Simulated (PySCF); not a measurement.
C₃H₅N₂, charge +1. Atoms are numbered in the order given.

```xyz
10

C      0.0000     0.6843     0.9759
C      0.0000    -0.6843     0.9759
N      0.0000    -1.0735    -0.3469
C      0.0000     0.0000    -1.1422
N      0.0000     1.0735    -0.3469
H      0.0000     1.3991     1.7959
H      0.0000    -1.3991     1.7959
H      0.0000    -2.0370    -0.6804
H      0.0000     0.0000    -2.2312
H      0.0000     2.0370    -0.6804
```
Charge +1, spin multiplicity 1.

Geometry optimised at r2SCAN-D4/def2-SVP. The isomer is the one that the SMILES or the coordinates give; other isomers of the formula were not compared.

Computed with B3LYP/pcSseg-1 run with PySCF.

GIAO shieldings, no solvent; atoms alike by connectivity are averaged. δ = σ(ref) − σ: ¹³C against TMS (σ = 181.3 ppm); ¹⁵N against NH3 (σ = 265.5 ppm); ¹H against TMS (σ = 31.68 ppm), references at their B3LYP-D3(BJ)/def2-TZVP geometries, non-relativistic.

```json
[
 {"nucleus": "¹³C", "atoms": "C4", "count": "1", "δ (ppm)": "139.8"},
 {"nucleus": "¹³C", "atoms": "C1, C2", "count": "2", "δ (ppm)": "131.6"},
 {"nucleus": "¹⁵N", "atoms": "N3, N5", "count": "2", "δ (ppm)": "203.3"},
 {"nucleus": "¹H", "atoms": "H8, H10", "count": "2", "δ (ppm)": "9.96"},
 {"nucleus": "¹H", "atoms": "H9", "count": "1", "δ (ppm)": "8.62"},
 {"nucleus": "¹H", "atoms": "H6, H7", "count": "2", "δ (ppm)": "8.15"}
]
```
